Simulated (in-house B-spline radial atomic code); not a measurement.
## RPA and G0W0 on PBEsol: the oxygen ion O⁵⁺

Configuration [He] 2s1, highest spin, mean-field start PBEsol. Computed with an all-electron radial atomic-structure program (B-spline basis): all electrons, non-relativistic, point nucleus, each spin shell either full or empty, empty states to l = 9 with an (l + 1/2)⁻⁴ tail; G0W0 by contour deformation at full frequency.

Command:
```bash
python run_gw.py task.json out
```
Settings (radii: box in bohr, nucleus in fm):
```
Z                        8
electrons                3
configuration            [He] 2s1
hamiltonian              nr
method                   pbesol
lmax                     9
spin_polarised           True
box_radius               10.43
intervals                44
ion_configuration        1s2
```

Run time, properties included: 1.3 s on 1 thread of Arm Neoverse N1, with other jobs on the host.

Energies (hartree):

```csv
term,value
mean-field total,-63.94943
Hartree-Fock functional on these orbitals,-64.17604
direct second order,-0.18171
second-order exchange,0.12957
SOSEX correction,0.10526
```

(1) What is the RPA correlation energy, and what remains with SOSEX?

Quasi-particle levels (eV):

| level | occupied | mean field | Σx - vxc | Σc | QP weight | G0W0 |
| --- | --- | --- | --- | --- | --- | --- |
| 2s up | yes | -127.80 | -10.13 | ? | ? | ? |
| 1s down | yes | -651.47 | -49.75 | 4.11 | 0.926 | -697.11 |
| 1s up | yes | -653.07 | -51.70 | 4.56 | 0.908 | -700.22 |
| 2s down | no | -118.41 | 8.13 | -3.80 | 0.887 | -114.08 |

G0W0 = mean field + (Σx - vxc) + Σc, with Σc (partial-wave tail included) taken at the quasi-particle energy.

(2) Where does G0W0 put 2s up?

(3) What does it cost to remove one electron (to 1s2) by differences of total energies, each species on its own start (correlation terms add to the Hartree-Fock functional)?

## Answers

(1) RPA gives -0.15512 hartree (-1.41 eV per electron); RPA + SOSEX gives -0.049856, and the second-order doubles -0.05214 hartree (no singles). SOSEX takes back 68 % of the RPA value.

(2) At -139.82 eV, with Σc = -1.89 eV and a quasi-particle weight of 0.956. The tabulated removal energy is 138.119 ± 0.0021 eV (NIST, semi-empirical).

(3) PBEsol 138.01 eV, Hartree-Fock functional 137.86 eV, + RPA 139.61 eV, + RPA + SOSEX 137.98 eV, + second order 138.00 eV. Tabulated: 138.119 ± 0.0021 eV (NIST, semi-empirical).
